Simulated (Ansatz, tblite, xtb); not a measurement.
How methods differ on C2H4BClO2 (SMILES CC(=O)OBCl)

C2H4BClO2 has 10 atoms, charge 0, and is taken as a singlet. As SMILES, `CC(=O)OBCl`. The shape is that of a PBE0-D4/def2-TZVP optimisation. This is one conformer, not always the lowest.

| atom | x (Å) | y (Å) | z (Å) |
| --- | --- | --- | --- |
| C | 0.2150 | -1.6566 | -0.1560 |
| C | 0.5857 | -0.2309 | 0.0735 |
| O | 1.6850 | 0.2236 | 0.1055 |
| O | -0.5417 | 0.5342 | 0.2921 |
| B | -0.5478 | 1.8824 | 0.1067 |
| Cl | -1.9820 | 2.7377 | 0.6126 |
| H | -0.4479 | -1.7304 | -1.0205 |
| H | -0.3417 | -2.0290 | 0.7064 |
| H | 1.1110 | -2.2512 | -0.3129 |
| H | 0.3475 | 2.4691 | -0.4044 |

Each level gives the dipole moment (D). The values are calculated.

| level | kind | program | value (D) | CPU time |
| --- | --- | --- | --- | --- |
| GFN2-xTB | semi-empirical | tblite | 3.15 | under 2 s |
| GFN0-xTB | semi-empirical | xtb | 2.57 | under 2 s |
| GFN1-xTB | semi-empirical | xtb | 2.90 | under 2 s |
| IPEA1-xTB | semi-empirical | tblite | 3.68 | under 2 s |
| HF/STO-3G | Hartree–Fock | Ansatz | 2.73 | 0.79 s |
| HF/3-21G | Hartree–Fock | Ansatz | 2.97 | 1.3 s |
| HF/def2-SVP | Hartree–Fock | Ansatz | 2.49 | 4.4 s |
| HF/6-311+G** | Hartree–Fock | Ansatz | 2.61 | 11 s |
| SVWN5/6-31G** (spherical functions) | LDA | Ansatz | 2.45 | 5.9 s |
| r2SCAN/6-31G** (spherical functions) | meta-GGA | Ansatz | 2.47 | 12 s |

The values span 2.45 to 3.68 D. Sets without polarisation functions give poor dipoles. Without the sets that lack polarisation functions the rows with a basis span only 2.45 to 2.61 D. CPU times are rough (shared hosts, several kinds of processor): they show what a rung costs within a factor of a few.
